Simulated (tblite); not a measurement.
Compound: C7H15P.
Numbering: `[CH3:1]/[CH:2]=[P:3]/[CH2:4][C:5]([CH3:6])([CH3:7])[CH3:8]` (hydrogens: H9, H10, H11 on C1; H12 on C2; H13, H14 on C4; H15, H16, H17 on C6; H18, H19, H20 on C7; H21, H22, H23 on C8)

The geometry is computed with GFN2-xTB (gas phase).

Question: What internal coordinates does the optimisation give?

Answer: 
```csv
bond,length (Å)
C1–C2,1.490
C2=P3,1.672
P3–C4,1.871
C4–C5,1.535
"C5–C6, C5–C7, C5–C8",1.530
"C1–H9, C1–H10, C1–H11",1.090
C2–H12,1.084
"C4–H13, C4–H14",1.094
C6–H15 and 8 like bonds,1.088
```

Bonds in one row agree within 0.01 Å and their mean is given. A selection of angles:
```csv
angle,degrees
C1–C2–P3,122.9
C2–P3–C4,101.3
P3–C4–C5,113.9
C4–C5–C6,109.6
C6–C5–C7,109.5
```

Torsions: C1–C2–P3–C4 178° (antiperiplanar); C2–P3–C4–C5 126° (anticlinal); P3–C4–C5–C6 -60° (synclinal). The mirror-image conformer, all signs reversed, is as good.

The C–C distances run from 1.490 Å (C1–C2, drawn single) to 1.535 Å (C4–C5, drawn single), a spread of 0.045 Å. The C–P distances run from 1.672 Å (C2=P3, drawn double) to 1.871 Å (P3–C4, drawn single), a spread of 0.199 Å. Of the pairs four or more bonds apart, P3···H22 is among the closest relative to their van der Waals radii: 2.76 Å, 92 % of the sum of Bondi's values.

Point group: C1 (no symmetry element, even within 0.4 Å). Its GFN2-xTB frequencies are all real (lowest 15 cm⁻¹). One conformer, not necessarily the lowest.
